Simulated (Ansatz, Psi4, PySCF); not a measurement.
Ge (SMILES [Ge-]), charge -1, quartet. Base run: PySCF with WB97X-V/cc-pVDZ.

Geometry (Å):
```xyz
1

Ge     0.0000     0.0000     0.0000
```
Charge -1, spin multiplicity 4.
Orbitals are unrestricted.
All else is at PySCF's defaults.

The same geometry, method and basis name were run in Ansatz (a quantum-chemistry and plane-wave program) and Psi4 and PySCF, at each program's defaults and at the settings that a row names. The base is PySCF at its defaults. Differences at the defaults can come from grids, fitting, cores and function types together.

| code and settings | ΔE vs base (mEh) | basis functions | E (Eh) | SCF cycles |
|---|---|---|---|---|
| PySCF, defaults (exact integrals, its default grid, spherical functions) | 0.000 | 27 | -2076.71724 | 7 |
| Psi4, defaults (density fitting with its default set, its default grid, spherical functions) | 87.942 | 27 | -2076.62930 | 8 |
| Ansatz, defaults (factorised integrals, its default grid, spherical functions) | 0.000 | 27 | -2076.71724 | - |
| PySCF, density fitting with def2-universal-jkfit | -0.013 | 27 | -2076.71725 | 7 |
| PySCF, fine grid | 0.000 | 27 | -2076.71724 | 7 |
| Psi4, exact integrals, spherical functions, fine grid | 0.000 | 27 | -2076.71724 | 10 |
| Ansatz, high accuracy | 0.000 | 27 | -2076.71724 | - |

Open shells are given as the SCF converged; they aren't shown to be the lowest states, and a large step between rows can be another state.
